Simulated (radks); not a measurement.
The numbers below are computed, except where a source is named.
Ionisation of the nickel ion Ni+, [Ar] 3d9, to Ni2+, [Ar] 3d8, under several functionals. Scalar-relativistic Kohn-Sham, spin-polarised, spherical densities, finite nucleus; open shells are filled with parallel spins first; a radial shooting solver on a logarithmic mesh with Libxc functionals.

[
 {"functional": "TASK exchange with Perdew-Wang LDA correlation", "E(Ni+) (hartree)": "-1519.96713", "Exc (hartree)": "-63.02782", "IE (eV)": "18.565", "-e(HOMO) (eV)": "11.478", "<r> HOMO (bohr)": "1.059", "IE error (eV)": "+0.396"},
 {"functional": "LDA (Slater exchange, Perdew-Wang correlation)", "E(Ni+) (hartree)": "-1517.82160", "Exc (hartree)": "-60.78297", "IE (eV)": "19.942", "-e(HOMO) (eV)": "12.839", "<r> HOMO (bohr)": "1.083", "IE error (eV)": "+1.773"},
 {"functional": "MS2 meta-GGA", "E(Ni+) (hartree)": "-1520.37766", "Exc (hartree)": "-63.37618", "IE (eV)": "19.265", "-e(HOMO) (eV)": "12.261", "<r> HOMO (bohr)": "1.088", "IE error (eV)": "+1.096"},
 {"functional": "LDA (Slater exchange, Perdew-Zunger correlation)", "E(Ni+) (hartree)": "-1517.81687", "Exc (hartree)": "-60.77781", "IE (eV)": "19.964", "-e(HOMO) (eV)": "12.854", "<r> HOMO (bohr)": "1.083", "IE error (eV)": "+1.795"},
 {"functional": "SOGGA", "E(Ni+) (hartree)": "-1518.80937", "Exc (hartree)": "-61.79466", "IE (eV)": "19.401", "-e(HOMO) (eV)": "12.327", "<r> HOMO (bohr)": "1.083", "IE error (eV)": "+1.232"},
 {"functional": "HCTH/407", "E(Ni+) (hartree)": "-1521.27100", "Exc (hartree)": "-64.41236", "IE (eV)": "19.805", "-e(HOMO) (eV)": "12.664", "<r> HOMO (bohr)": "1.074", "IE error (eV)": "+1.637"},
 {"functional": "SCAN", "E(Ni+) (hartree)": "-1520.69040", "Exc (hartree)": "-63.70914", "IE (eV)": "19.296", "-e(HOMO) (eV)": "12.286", "<r> HOMO (bohr)": "1.083", "IE error (eV)": "+1.127"},
 {"functional": "r2SCAN", "E(Ni+) (hartree)": "-1520.54375", "Exc (hartree)": "-63.56056", "IE (eV)": "19.293", "-e(HOMO) (eV)": "12.252", "<r> HOMO (bohr)": "1.081", "IE error (eV)": "+1.124"}
]

NIST Atomic Spectra Database: 18.169 eV (measured). Closest: TASK exchange with Perdew-Wang LDA correlation. The Delta-SCF values span 1.40 eV, the total energies 3.45 hartree. The highest occupied level is 3d. Open shells are spherical and high-spin; term and fine-structure splittings are not resolved.
